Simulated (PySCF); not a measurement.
Work out the structure from these simulated measurements.

Elements present: C, H, O, S and Si. Monoisotopic mass: 148.0378 u.

| Item | Value |
| --- | --- |
| 1H NMR | chemical shifts (computed TMS as zero) by class: 6.68 (1 H), 6.41 (1 H), 5.98 (1 H), 5.83 (1 H), 4.06 (1 H), 1.34 (3 H), 1.28 (3 H), -0.11 (1 H) ppm [GIAO PBE0/pcSseg-1] |
| 13C NMR | chemical shifts (computed TMS as zero) by class: 148.9 (1 C), 141.7 (1 C), 69.9 (1 C), 27.9 (1 C), 27.0 (1 C) ppm [GIAO PBE0/pcSseg-1] |
| Rotational structure | rotational constants A, B, C: 2.011, 0.845, 0.691 GHz [GFN2-xTB] |
| NMR, other nuclei | isotropic shieldings of nuclei other than C and H, by class: 267 (1 O), 365 (1 Si), 708 (1 S) ppm [GIAO PBE0/pcSseg-1] |
| Dipole | 0.95 D [PBE0/pcSseg-1] |

The electronic properties come from PySCF, for the isolated species, density fitting. Levels stand in brackets. Isolated species at its GFN2-xTB geometry (one conformer only). GFN2-xTB frequencies show an imaginary mode (25i cm⁻¹), so this geometry is no minimum at that level. Each NMR value is the plain mean over a class of atoms that symmetry, rotation or inversion makes alike.

Question: Which formula fits the mass and the elements?

Answer: C5H12OSSi (calculated 148.0378). No other formula that holds each of these elements comes within 0.0003 u with a fitting electron parity and a possible valence count.

Question: Propose a structure and show how it fits.

Answer: Numbering: `[CH2:1]=[CH:2][Si@@H:3]([SH:4])[O:5][CH:6]([CH3:7])[CH3:8]`. Its formula, C5H12OSSi, gives 1 degree of unsaturation: 0 rings and 1 π bond in the structure found. 5 carbons fall into 5 classes; from least to most shielded: alkene CH carbon [C2] (148.9 ppm), terminal =CH2 carbon [C1] (141.7 ppm), sp3 carbon bound to oxygen [C6] (69.9 ppm), methyl carbon [C8] (27.9 ppm), methyl carbon [C7] (27.0 ppm). Hydrogen classes from least to most shielded: 1 H on an alkene CH carbon, C2 (6.68 ppm), 1 H on a terminal =CH2 carbon, C1 (6.41 ppm), 1 H on an oxygen-bound silicon, Si3 (5.98 ppm), 1 H on a terminal =CH2 carbon, C1 (5.83 ppm), 1 H on an sp3 carbon bound to oxygen, C6 (4.06 ppm), 3 H on a methyl carbon, C8 (1.34 ppm, a mean of values up to 0.8 ppm apart in this geometry), 3 H on a methyl carbon, C7 (1.28 ppm), 1 H on a sulfur bonded to Si and H, S4 (-0.11 ppm). The other shieldings belong to: 267 ppm, silyl ether oxygen [O5]; 365 ppm, oxygen-bound silicon [Si3]; 708 ppm, sulfur bonded to Si and H [S4]. The optimised geometry has point group C1 and is an asymmetric top. Structure: `C=C[Si@@H](S)OC(C)C`. Computed isomers that give other values at the same levels: `CC/C=C\CO[SiH2]S` (13C chemical shifts (computed TMS as zero) by class: 140.0 (1 C), 136.3 (1 C), 64.1 (1 C), 25.8 (1 C), 16.6 (1 C) ppm); `C=CC[Si@](O)(S)CC` (13C chemical shifts (computed TMS as zero) by class: 144.0 (1 C), 121.4 (1 C), 27.5 (1 C), 14.6 (1 C), 8.7 (1 C) ppm); `CC[C@@H]1CS[C@@H]1O[SiH3]` (13C chemical shifts (computed TMS as zero) by class: 83.6 (1 C), 50.6 (1 C), 34.3 (1 C), 28.3 (1 C), 11.4 (1 C) ppm). The assignments are read from this structure; whether some other isomer fits the data as well wasn't checked. The mirror image fits equally.

Conformer computed: `[CH2:1]=[CH:2][Si@@H:3]([SH:4])[O:5][CH:6]([CH3:7])[CH3:8]`: C1–C2–Si3–S4 71°, C2–Si3–O5–C6 -159°, Si3–O5–C6–C7 -125°, H–S4–Si3–C2 -48°.
